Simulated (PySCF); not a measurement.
## Cu²⁺: excitation energy

Cu²⁺ [Ar] 3d9 (2D) → Cu²⁺ [Ar] 3d8 4s1 (4F), as a difference of total energies. Calculation: PySCF 2.14, in dyall-av2z (16s12p7d2f, 101 functions); the non-relativistic Hamiltonian (point nucleus). Correlated levels: valence: [Ar] frozen; virtual orbitals above 40 to 60 times the deepest correlated orbital energy dropped. The calculations carry no spin-orbit coupling.

```csv
method,excitation energy (eV)
UHF,6.485
LDA,8.587
PBE,8.154
PBE0,7.975
r2SCAN,7.522
HSE06,7.901
wB97X-V,8.383
B97-3,8.212
TPSSh,8.020
MP2 (valence),8.317
SCS-MP2 (valence),8.249
```

**Question.** How much does correlation contribute at MP2 (valence)?

**Answer.** 8.317 − (6.485) = 1.832 eV, measured against UHF.

A first-order spin-orbit estimate (lowest level to lowest level, LS coupling) adds -0.064 eV.
